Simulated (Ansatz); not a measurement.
Species: C5H11O, net charge 0, doublet state. It need not be the lowest isomer of its formula. SMILES: CC[CH][C@H](C)O
Structure (B3LYP-D3(BJ)/def2-TZVP (Ansatz, a program for electronic structure) minimum search):
```xyz
17

C     -2.2749    -0.5174    -1.0348
C     -1.6499     0.2154     0.1652
C     -0.3488    -0.3578     0.5989
C      0.9318     0.3768     0.4436
C      1.3561     0.5254    -1.0247
O      1.9280    -0.3247     1.1907
H     -2.4311    -1.5727    -0.8041
H     -3.2412    -0.0818    -1.2984
H     -1.6245    -0.4621    -1.9093
H     -2.3667     0.1797     0.9959
H     -1.5273     1.2744    -0.0822
H     -0.2982    -1.3776     0.9602
H      0.8093     1.3924     0.8581
H      2.2837     1.1009    -1.1007
H      0.5917     1.0515    -1.5990
H      1.5136    -0.4583    -1.4686
H      2.7796     0.0966     1.0332
```
Charge 0, spin multiplicity 2.

Parts of the frozen-core correlation energy in 6-31G (Ansatz, hartree). Frozen orbitals: 6; correlated occupied orbitals by spin: 19 and 18; virtual: 51 and 52. Open shells are spin-unrestricted. Spin-orbit coupling is left out. Non-relativistic.

```tsv
term	value
reference (HF)	-270.44382
MP2 opposite-spin	[?]
MP2 same-spin	[?]
CCSD correlation	[?]
(T)	-0.01361
T1 diagnostic	0.009
largest doubles amplitude	0.018
<S^2> of the reference	0.765
```

Task: Complete the blanks.

Result: 
- MP2 opposite-spin, value: -0.43246
- MP2 same-spin, value: -0.12334
- CCSD correlation, value: -0.62199
